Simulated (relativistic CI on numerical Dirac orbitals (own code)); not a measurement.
## Line list: Electric-dipole lines, Ba XLII

Method of calculation: Dirac-Coulomb-Breit CI, KLI orbitals optimised for each configuration, model QED (radiative potential, 1s self-energy scaled to tabulated hydrogen-like ionisation energies), unscaled Slater integrals (own radial code, finite nucleus).

Configuration list (outside the closed core [Ne]): 3s2.3p3, 3s.3p4, 3s2.3p2.3d, 3p5, 3s.3p3.3d, 3p4.3d, 3s.3p2.3d2, 3s2.3p.3d.4p, 3p4.4s, 3s.3p2.3d.4s, 3p4.4p, 3s2.3p2.4s, 3s2.3p2.4p, 3p3.3d.4p, 3s2.3p2.4d, 3s.3p3.4s, 3s2.3p2.4f, 3s.3p3.4p, 3s.3p3.4d, 3s.3p3.4f, 3s2.3p2.5s, 3s2.3p2.5p, 3s2.3p.4s.4p, 3s2.3p2.5d, 3s2.3p2.5f, 3s2.3p2.5g, 3s.3p2.4s2, 3s.3p3.5s, 3s2.3p.3d2, 3s2.3d3, 3s.3p.3d3, 3s2.3d2.4s, 3s2.3d2.4p, 3s2.3d2.4d, 3p3.3d2, 3p2.3d3, 3p2.3d2.4s, 3p2.3d2.4p, 3p2.3d2.4d, 3s2.3p.3d.4s, 3s.3p.3d2.4s, 3s2.3d.4s2, 3s2.3d.4s.4p, 3s2.3d.4s.4d, 3s.3p2.3d.4p, 3s.3p.3d2.4p, 3s.3p.3d.4s.4p, 3s.3p.3d.4p2, 3s.3p.3d.4p.4d, 3p3.3d.4s, 3p2.3d.4s2, 3p2.3d.4s.4p, 3p2.3d.4s.4d, 3s2.3p.4s2, 3s.3p.3d.4s2, 3s2.4s2.4p, 3s2.4s2.4d, 3s2.3p.4p2, 3s2.3d.4p2, 3s2.4s.4p2, 3s2.4p3, 3s2.4p2.4d, 3s.3p2.4s.4p, 3s.3p.4s2.4p, 3s.3p.4s.4p2, 3s.3p.4s.4p.4d. Double excitations out of closed p, d and f shells are left out; levels of such configurations are missing from the list, as are those of other unlisted configurations, and high levels can miss mixing partners. These lack a partner that the ground configuration has and come out too high: 3s2.3p2.4f, 3s.3p3.4d, 3s.3p3.4f, 3s2.3p2.5s, 3s2.3p2.5p.

```tsv
λ vac (Å)	Lower	Upper	A (s⁻¹)	gf	Branching (%)
43.522	3s2.3p2.3d 4F_3/2 [5]	3s2.3p.3d2 4F°_3/2 [65]	1.01e+12	1.15e+00	97.6
43.562	3s2.3p2.3d 2G_7/2 [14]	3s2.3p.3d2 4F°_7/2 [118]	4.37e+11	9.95e-01	44.6
43.799	3s2.3p2.3d 4D_7/2 [15]	3s2.3p.3d2 4P°_5/2 [131]	6.94e+11	1.20e+00	95.6
44.101	3s2.3p2.3d 4D_7/2 [15]	3s2.3p.3d2 4D°_7/2 [130]	3.57e+11	8.32e-01	54.7
44.289	3s.3p4 4P_5/2 [8]	3s.3p3.3d 4P°_3/2 [89]	5.53e+11	6.50e-01	66.0
44.304	3s2.3p2.3d 4F_3/2 [5]	3s2.3p.3d2 4D°_1/2 [62]	6.63e+11	3.90e-01	98.1
44.375	3s2.3p3 2P°_3/2 [1]	3s2.3p2.3d 2P_1/2 [21]	7.13e+11	4.21e-01	99.8
44.398	3s.3p4 4P_5/2 [6]	3s.3p3.3d 4D°_7/2 [75]	4.03e+11	9.52e-01	87.1
44.399	3s2.3p3 2P°_3/2 [1]	3s2.3p2.3d 4P_3/2 [20]	9.70e+11	1.15e+00	99.8
44.572	3s2.3p3 4S°_3/2 [2]	3s2.3p2.3d 2D_3/2 [37]	4.90e+11	5.84e-01	60.4
44.634	3s2.3p3 4S°_3/2 [2]	3s2.3p2.3d 2P_1/2 [36]	6.43e+11	3.84e-01	94.9
44.711	3s.3p4 4P_5/2 [6]	3s.3p3.3d 4S°_3/2 [73]	4.71e+11	5.64e-01	85.2
44.766	3s2.3p3 4S°_3/2 [2]	3s2.3p2.3d 2D_5/2 [35]	2.13e+11	3.85e-01	33.6
45.072	3s.3p4 4P_5/2 [6]	3s.3p3.3d 4P°_5/2 [72]	6.43e+11	1.17e+00	95.4
45.102	3s2.3p3 2P°_3/2 [1]	3s2.3p2.3d 2D_5/2 [18]	4.66e+11	8.52e-01	97.4
45.386	3s2.3p3 2P°_1/2 [4]	3s2.3p2.3d 2D_3/2 [43]	5.52e+11	6.82e-01	94.8
45.498	3s.3p4 4P_5/2 [8]	3s.3p3.3d 4P°_5/2 [84]	4.46e+11	8.30e-01	67.8
45.579	3s2.3p3 2D°_5/2 [3]	3s2.3p2.3d 2F_7/2 [39]	3.55e+11	8.86e-01	100.0
45.659	3s2.3p2.3d 2F_5/2 [17]	3s2.3p.3d2 2F°_7/2 [126]	3.46e+11	8.65e-01	56.8
46.010	3s2.3p3 2D°_5/2 [3]	3s2.3p2.3d 2D_3/2 [37]	2.66e+11	3.38e-01	32.8
46.217	3s2.3p3 2D°_5/2 [3]	3s2.3p2.3d 2D_5/2 [35]	4.19e+11	8.04e-01	65.9
46.338	3s2.3p3 2D°_5/2 [3]	3s2.3p2.3d 2F_7/2 [34]	1.49e+11	3.83e-01	100.0
46.653	3s2.3p2.3d 2G_9/2 [19]	3s2.3p.3d2 4G°_9/2 [124]	5.58e+11	1.82e+00	79.4
46.797	3s2.3p2.3d 2G_9/2 [19]	3s2.3p.3d2 4G°_11/2 [123]	2.37e+11	9.34e-01	96.0
47.205	3s2.3p2.3d 2D_5/2 [18]	3s2.3p.3d2 4F°_7/2 [118]	3.70e+11	9.88e-01	37.7
47.815	3s2.3p2.3d 4P_3/2 [20]	3s2.3p.3d2 4F°_5/2 [121]	4.96e+11	1.02e+00	41.4
48.847	3s2.3p2.3d 4F_3/2 [5]	3s2.3p.3d2 4G°_5/2 [54]	2.44e+11	5.24e-01	95.9
52.192	3s2.3p3 2P°_3/2 [7]	3s.3p4 2P_1/2 [59]	8.13e+11	6.64e-01	99.5
52.630	3s2.3p2.3d 2F_7/2 [22]	3s.3p3.3d 2D°_5/2 [116]	3.59e+11	8.95e-01	50.2
52.785	3s2.3p2.3d 2G_7/2 [14]	3s.3p3.3d 4D°_5/2 [93]	2.63e+11	6.58e-01	49.4
52.954	3s2.3p2.3d 2G_9/2 [19]	3s.3p3.3d 4D°_7/2 [107]	3.02e+11	1.01e+00	51.5
53.061	3s2.3p2.3d 2G_7/2 [14]	3s.3p3.3d 2G°_7/2 [90]	1.99e+11	6.71e-01	29.2
53.332	3s2.3p3 2D°_5/2 [3]	3s.3p4 2P_3/2 [28]	3.58e+11	6.10e-01	70.8
55.049	3s2.3p2.3d 4F_3/2 [5]	3s.3p3.3d 4G°_5/2 [44]	1.69e+11	4.61e-01	87.0
55.722	3s2.3p3 2P°_1/2 [4]	3s.3p4 2P_1/2 [29]	3.73e+11	3.47e-01	78.2
56.123	3s2.3p3 2P°_3/2 [1]	3s.3p4 2D_3/2 [10]	1.38e+11	2.60e-01	87.2
56.144	3s2.3p2.3d 4F_9/2 [38]	3s.3p3.3d 4F°_9/2 [159]	4.76e+11	2.25e+00	89.8
56.942	3s2.3p3 2D°_5/2 [3]	3s.3p4 2D_5/2 [27]	2.43e+11	7.09e-01	89.3
58.234	3s2.3p2.3d 2G_7/2 [14]	3s.3p3.3d 2G°_9/2 [77]	1.52e+11	7.73e-01	91.3
58.672	3s2.3p3 2P°_3/2 [7]	3s2.3p2.3d 2D_5/2 [51]	3.88e+11	1.20e+00	97.9
59.192	3s2.3p3 4S°_3/2 [2]	3s2.3p2.3d 2D_5/2 [23]	2.46e+11	7.76e-01	76.9
59.800	3s2.3p3 2P°_3/2 [7]	3s2.3p2.3d 2D_3/2 [50]	2.88e+11	6.18e-01	90.8
60.849	3s2.3p3 2P°_3/2 [1]	3s.3p4 4P_5/2 [8]	9.20e+10	3.06e-01	91.6
60.865	3s.3p4 4P_5/2 [8]	3s.3p3.3d 4D°_7/2 [52]	1.15e+11	5.12e-01	59.7
62.479	3s2.3p3 2D°_5/2 [3]	3s2.3p2.3d 2F_7/2 [22]	1.35e+11	6.33e-01	100.0
```

Terms are leading LS components. Brackets give the number of a level in order of energy, since labels repeat. The list gives strong lines, with weight on those to low levels, without lines whose two gauges differ by over a factor of 2.5, among the lowest 400 of 7833 levels, so that lines to higher ones, which can be the strongest, are missing. Levels whose partners in the same complex of configurations lie outside the list can be far off, and so can their lines. Rates are taken at the computed energies, electric ones in the length gauge.

At this charge energies of transitions that change n are usually good to better than 1 %, and those within a shell (Δn = 0) to a few per cent.

LS names give the leading component of a level, which can be under half, so a name can repeat, a term be missing and a line seem to break the LS rules.
